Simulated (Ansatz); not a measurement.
Computed with Ansatz on PBE0-D4/def2-TZVP structures; ΔE is electronic, products minus reactants. CCSD(T)/CBS is the MP2 limit (def2-TZVPP, def2-QZVPP) plus CCSD(T) − MP2 in def2-TZVPP, frozen cores. DFT in def2-TZVPP. Elements past krypton have def2 core potentials. For Ge, Sn outer-core shells are correlated without core-valence functions, which leaves a few kJ/mol of doubt a bond. Scalar relativity is left out up to krypton. Each species was taken in one conformer, which may not be the lowest.

Consider the redistribution: `C[O][Sn]([SH])([Cl])[Cl]` + `[OH][Ge][F]` → `C[O][Sn]([OH])([Cl])[Cl]` + `[F][Ge][SH]`.

`C[O][Sn]([SH])([Cl])[Cl]`:

Cartesian coordinates in Å:
```
C 0.114 0.452 1.668
O -0.298 0.702 0.337
Sn 0.076 -0.580 -1.067
S -0.818 0.356 -3.041
Cl -0.852 -2.617 -0.501
Cl 2.352 -0.955 -1.162
H 1.202 0.359 1.749
H -0.204 1.306 2.271
H -0.350 -0.452 2.078
H -1.221 1.428 -2.333
```

`[OH][Ge][F]`:

```xyz
4

O    -0.519    0.349   -0.867
Ge    0.770    0.797    0.261
F     0.677   -0.644    1.279
H    -0.928   -0.502   -0.673
```

`C[O][Sn]([OH])([Cl])[Cl]`:

Z-matrix (Å, degrees):
```
C
O 1 1.415
H 1 1.096 2 112.0
H 1 1.096 2 112.0 3 -122.5
H 1 1.092 2 107.3 3 118.7
Sn 2 1.936 1 121.4 3 61.0
Cl 6 2.298 2 110.8 1 -59.0
O 6 1.931 2 105.9 1 -179.3
Cl 6 2.297 2 111.0 1 60.7
H 8 0.963 6 111.3 2 1.4
```

`[F][Ge][SH]`:

Cartesian coordinates in Å:
```
F -0.645 -1.958 0.162
Ge -0.305 -0.430 0.960
S 0.355 0.624 -0.897
H 0.596 1.764 -0.225
```

**Question.** Is it downhill or uphill in electronic energy at CCSD(T)/CBS, and by how much? (Estimate.)

**Answer.** Ansatz gave: Uphill: ΔE = +11.2 kcal/mol.

**Question.** What do these levels give: ωB97X-V, PBE, r2SCAN, CCSD(T)/def2-TZVPP, HF/def2-QZVPP, CCSD/CBS(def2)? (An estimate is asked.)

**Answer.** Ansatz gave: ωB97X-V 12.1, PBE 10.1, r2SCAN 10.4, CCSD(T)/def2-TZVPP 11.4, HF/def2-QZVPP 10.8, CCSD/CBS(def2) 11.4 kcal/mol.

Largest T1 diagnostic among the species: 0.015.
